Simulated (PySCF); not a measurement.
CH₇BNSi (calculated)

All values are calculated (PySCF 2.14.0). Calculation on a computer-drawn molecule: optimised geometry and harmonic frequencies of an isolated molecule of the commonest isotopes, restricted reference for singlets and unrestricted otherwise, frozen core in MP2.

```json
{"formula": "CH7BNSi", "start_structure": {"atoms_angstrom": [["N", 0.1255, -0.2999, 0.7115], ["C", -0.0611, 0.8063, 1.3474], ["B", -1.3093, 1.6193, 1.204], ["Si", -2.7236, 1.2571, 0.0], ["H", 0.9699, -0.9216, 0.779], ["H", -0.571, -0.6769, 0.0249], ["H", 0.6953, 0.9329, 2.0698], ["H", -1.2956, 2.5555, 1.9574], ["H", -2.9122, 2.2763, -1.0714], ["H", -2.5564, -0.0444, -0.8002], ["H", -4.0629, 0.9898, 0.6743]]}, "given": {"charge": 0, "multiplicity": 2, "method": "HF", "basis": "cc-pV(D+d)Z", "drawn_bonds_atom": [1, 2, 3, 1, 1, 2, 3, 4, 4, 4], "drawn_bonds_other_atom": [2, 3, 4, 5, 6, 7, 8, 9, 10, 11], "drawn_bonds_order": [1, 1, 1, 1, 1, 1, 1, 1, 1, 1]}, "results": {"rotational_constants [GHz]": null}}
```

Questions
1. Give the missing rotational constants for CH₇BNSi.

Answers
1. 12.94, 2.834, 2.388 GHz

Further results for CH₇BNSi:

* total energy: -409.9793 hartree
* spin squared: 0.7584
* convergence status largest gradient component: 1.357e-05 hartree/bohr

Optimised structure:
```xyz
11
CH7BNSi
N      0.2040    -0.3981     0.6963
C     -0.0545     0.7342     1.3747
B     -1.2794     1.6056     1.2278
Si    -2.8210     1.2364    -0.0538
H      1.0364    -0.9245     0.8498
H     -0.4399    -0.7483     0.0185
H      0.7327     0.9894     2.0782
H     -1.3347     2.5858     1.9243
H     -2.9979     2.3439    -1.0316
H     -2.6361    -0.0098    -0.8583
H     -4.1110     1.0798     0.6708
```

Modes:
```tsv
frequency (cm⁻¹)	reduced mass (dalton)
91.47	1.124
164.3	3.461
217	1.541
246.2	1.231
459.1	1.978
540.3	1.155
540.6	2.139
545	1.399
739.8	2.093
770	1.453
962.4	1.472
971.8	1.241
1002	1.101
1031	1.037
1032	1.038
1130	1.366
1291	1.851
1391	1.812
1616	2.165
1790	1.29
2231	1.044
2269	1.05
2281	1.026
2670	1.093
3311	1.088
3809	1.047
3945	1.105
```
